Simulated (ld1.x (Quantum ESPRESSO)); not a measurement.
# Which change was made? (Mo, TM)

Mo, norm-conserving Troullier–Martins (Kleinman–Bylander form), made with ld1.x (Quantum ESPRESSO) 7.5 (PBE, scalar-relativistic). Core [Ar] 3d10, reference 4s2 4p6 4d6 5s0 5p0. Waves: 4p (bound): rc 1.35 bohr; 4d (bound): rc 2.10 bohr; 4s (bound): rc 1.70 bohr. Local part: the s channel. Core correction: Bessel-smoothed model core inside 0.95 bohr.

Cutoffs, loose and tight: the cutoffs (Ry, on a coarse ladder) from which the occupation-weighted sum of valence levels, in a spherical-Bessel basis at the reference potential, stays within 10 and 1 mRy of its value at 400 Ry. They do not see the model core or the augmentation charge, which bear on the density cutoff. Test errors are all-electron minus pseudo excitation energies from the reference, over the configurations 4s2 4p6 4d5 5s1 5p0; 4s2 4p6 4d5 5s0 5p0; 4s2 4p6 4d4 5s0 5p0; 4s2 4p6 4d4 5s1 5p0; 4s2 4p6 4d5 5s0 5p1; 4s2 4p6 4d2 5s0 5p0; 4s2 4p6 4d4 5s2 5p0; variants that change the core or the reference have their own tests.

The base gives: outcome: generated; cutoff, loose: 70 Ry; cutoff, tight: 110 Ry; bound ghosts: none; largest test error (meV): +1971.

On the changes marked as counting shells twice: ld1.x takes every shell without a wave as core, so the model core holds the marked electrons as well and exchange and correlation see them twice. This cancels in the reference configuration, but the file is broken for other ones, and its errors say nothing about a proper core correction.

Problem. After one change the result is: outcome: generated; bound ghosts: not determined; largest test error (meV): +7088. Which change was it?
A. reference 4s2 4p6 4d5 5s1 5p0 (5s counted twice)
B. all radii but the core radius scaled by about 1.38 (s 2.34, p 1.86, d 2.90 bohr)
C. wave 4s (bound): rc 1.70 bohr becomes 4s (bound): rc 2.04 bohr

Solution. B. The others give: wave 4s (bound): rc 1.70 bohr becomes 4s (bound): rc 2.04 bohr → outcome: generated; bound ghosts: not determined; largest test error (meV): +4645 | reference 4s2 4p6 4d5 5s1 5p0 (5s counted twice) → outcome: generated, misses its reference levels by 0.85 eV; cutoff, loose: 70 Ry; cutoff, tight: 110 Ry; bound ghosts: none; largest test error (meV): -2585.
